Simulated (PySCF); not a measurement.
# A survey of ²⁹Si NMR shifts

How the numbers were obtained: shielding tensors at PBE0/pcSseg-1 (GIAO), geometry from GFN2-xTB, in PySCF 2.14.0 with density-fitted response routines (no relativistic terms, one computed conformer, equivalent nuclei averaged, isolated molecule).

Shieldings were converted by a linear fit to measured shifts: ²⁹Si (scatter 8.9 ppm rms, 25.8 ppm with the 6 outliers that the fit left out vs TMS, solution or neat liquid). A few per cent of atoms miss by over 2 rms, more outside the fitted compound classes.

Problem. Give the ²⁹Si shifts of `CS(=O)(=O)COC(=S)O[SiH3]`, `C=CO[SiH2][Si@H](Cl)CCl`, `O=S(=O)(O)[C@@H]1CS[C@H]1O[SiH3]`, `C#CC1=CC=C(Cl)[SiH2]1`, `O=CC(=O)[SiH2][C@@H]([SiH3])S[SiH3]`, `CO[SiH2]OCOC(=O)O[SiH3]`, `C=CO[Si@@H](Cl)[SiH2]CCl`, `C=CO[Si@H](Cl)C[SiH2]Cl`, `C[S@@](=O)[C@@H]1[SiH2][SiH2][SiH2]C1=O`.

Solution. 
| compound | environment | δ (ppm) |
| --- | --- | --- |
| CS(=O)(=O)COC(=S)O[SiH3] | silicon bonded to O, 3 H | -37.8 |
| [CH2:1]=[CH:2][O:3][SiH2:4][Si@H:5]([Cl:6])[CH2:7][Cl:8] | Si5: silicon bonded to C, Cl, Si, H | -20.2 |
| [CH2:1]=[CH:2][O:3][SiH2:4][Si@H:5]([Cl:6])[CH2:7][Cl:8] | Si4: silicon bonded to O, Si, 2 H | -30.2 |
| O=S(=O)(O)[C@@H]1CS[C@H]1O[SiH3] | silicon bonded to O, 3 H | -38.5 |
| C#CC1=CC=C(Cl)[SiH2]1 | silicon bonded to 2 C, 2 H, in a 5-membered ring | -43.7 |
| [O:1]=[CH:2][C:3](=[O:4])[SiH2:5][C@@H:6]([SiH3:7])[S:8][SiH3:9] | Si5: silicon bonded to 2 C, 2 H | -47.7 |
| [O:1]=[CH:2][C:3](=[O:4])[SiH2:5][C@@H:6]([SiH3:7])[S:8][SiH3:9] | Si9: silicon bonded to S, 3 H | -49.8 |
| [O:1]=[CH:2][C:3](=[O:4])[SiH2:5][C@@H:6]([SiH3:7])[S:8][SiH3:9] | Si7: silicon bonded to C, 3 H | -62.1 |
| [CH3:1][O:2][SiH2:3][O:4][CH2:5][O:6][C:7](=[O:8])[O:9][SiH3:10] | Si10: silicon bonded to O, 3 H | -33.7 |
| [CH3:1][O:2][SiH2:3][O:4][CH2:5][O:6][C:7](=[O:8])[O:9][SiH3:10] | Si3: silicon bonded to 2 O, 2 H | -38.9 |
| [CH2:1]=[CH:2][O:3][Si@@H:4]([Cl:5])[SiH2:6][CH2:7][Cl:8] | Si4: silicon bonded to Cl, O, Si, H | -9.3 |
| [CH2:1]=[CH:2][O:3][Si@@H:4]([Cl:5])[SiH2:6][CH2:7][Cl:8] | Si6: silicon bonded to C, Si, 2 H | -62.3 |
| [CH2:1]=[CH:2][O:3][Si@H:4]([Cl:5])[CH2:6][SiH2:7][Cl:8] | Si4: silicon bonded to C, Cl, O, H | -11.6 |
| [CH2:1]=[CH:2][O:3][Si@H:4]([Cl:5])[CH2:6][SiH2:7][Cl:8] | Si7: silicon bonded to C, Cl, 2 H | -22.5 |
| [CH3:1][S@@:2](=[O:3])[C@@H:4]1[SiH2:5][SiH2:6][SiH2:7][C:8]1=[O:9] | Si5: silicon bonded to C, Si, 2 H, in a 5-membered ring | -81.5 |
| [CH3:1][S@@:2](=[O:3])[C@@H:4]1[SiH2:5][SiH2:6][SiH2:7][C:8]1=[O:9] | Si7: silicon bonded to C, Si, 2 H, in a 5-membered ring | -82.2 |
| [CH3:1][S@@:2](=[O:3])[C@@H:4]1[SiH2:5][SiH2:6][SiH2:7][C:8]1=[O:9] | Si6: silicon bonded to 2 Si, 2 H, in a 5-membered ring | -108.8 |
